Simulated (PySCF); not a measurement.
methoxyethene (C₃H₆O), SMILES C=COC. Atoms are numbered in the order given.

```xyz
10

C     -0.0741     1.8798     0.0000
C      0.3499     0.6127     0.0000
O     -0.4944    -0.4457     0.0000
C      0.1036    -1.7226     0.0000
H     -1.1402     2.1175     0.0000
H      0.6508     2.6940     0.0000
H      1.4204     0.3636     0.0000
H     -0.7086    -2.4622     0.0000
H      0.7282    -1.8832    -0.8984
H      0.7282    -1.8832     0.8984
```
Charge 0, spin multiplicity 1.

Geometry: B3LYP-D3(BJ)/def2-SVP. Other conformers were not sampled.

The numbers are results of B3LYP/def2-TZVP (PySCF), not measurements.

ESP charges are fitted to the potential on shells at 1.4 to 2.0 van der Waals radii. Atomic charges (e):

```tsv
atom	ESP fit	Mulliken	Löwdin	IAO
C1	-0.76	-0.30	-0.26	-0.39
C2	0.24	0.07	-0.31	0.07
O3	-0.20	-0.26	0.21	-0.34
C4	___	-0.18	-0.34	-0.19
H5	___	0.11	0.12	0.15
H6	___	0.12	0.13	0.15
H7	___	0.08	0.13	0.12
H8	0.13	0.13	0.12	0.16
H9	0.10	0.11	0.10	0.13
H10	0.10	0.11	0.10	0.13
```

Task: What belongs in the gaps? (An estimate is asked for; the answer gives what the named calculation found.)

Result: 
- C4, ESP fit: -0.20
- H5, ESP fit: 0.26
- H6, ESP fit: 0.24
- H7, ESP fit: 0.08

Computed Mayer and Wiberg (Löwdin basis) orders of the bonds:
```
bond    Mayer  Wiberg
------  -----  ------
C1–C2    1.87    2.19
C2–O3    1.09    1.61
O3–C4    0.94    1.47
C1–H5    0.96    0.89
C1–H6    0.96    0.89
C2–H7    0.95    0.85
C4–H8    0.97    0.94
C4–H9    0.97    0.94
C4–H10   0.97    0.94
```
